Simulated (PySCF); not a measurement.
Compound: ethylmethylacetylchloride, C5H9ClO.
SMILES: `CC[C@H](C)C(=O)Cl`

Torsions of this conformer, `[CH3:1][CH2:2][C@H:3]([CH3:4])[C:5](=[O:6])[Cl:7]`: C1–C2–C3–C4 180°, C2–C3–C5–O6 -121°.

The closed-shell ground state was solved at several levels (PySCF, density fitting, gas phase, non-relativistic). Isolated species at its PBE0-D3(BJ)/def2-SVP geometry (one conformer only).

```json
{"level": "PBE0/pcSseg-1", "basis functions": "171", "total energy (Eh)": "-730.8700", "HOMO (eV)": "-8.39", "LUMO (eV)": "-0.98", "gap (eV)": "7.41", "dipole (D)": "3.14"}
{"level": "CAM-B3LYP/def2-SVPD", "basis functions": "222", "total energy (Eh)": "-730.9398", "HOMO (eV)": "-9.83", "LUMO (eV)": "0.08", "gap (eV)": "9.91", "dipole (D)": "3.14"}
```

(1) Estimate the row for wB97X-D/pcSseg-1, a basis of 171 functions; the other rows only guide the guess.

(2) Over all these levels, which gives the widest orbital gap and which the narrowest?

(3) How far do the dipole and the HOMO energy spread over the levels?

## Answers

(1) Total energy -731.2489 Eh, HOMO -10.28 eV, LUMO 0.85 eV, gap 11.13 eV, dipole 3.20 D.

(2) wB97X-D/pcSseg-1 (range-separated hybrid) has the widest, 11.13 eV, and PBE0/pcSseg-1 (global hybrid, 25 % exact exchange) the narrowest, 7.41 eV. The two share the basis. From the narrowest to the widest the HOMO moves by -1.89 eV and the LUMO by +1.83 eV.

(3) The dipole runs from 3.14 to 3.20 D (mean 3.16 D) and the HOMO from -10.28 to -8.39 eV.

The pairwise dispersion term of wB97X-D wasn't added to the energies; at a given geometry it leaves orbitals and properties as they are.
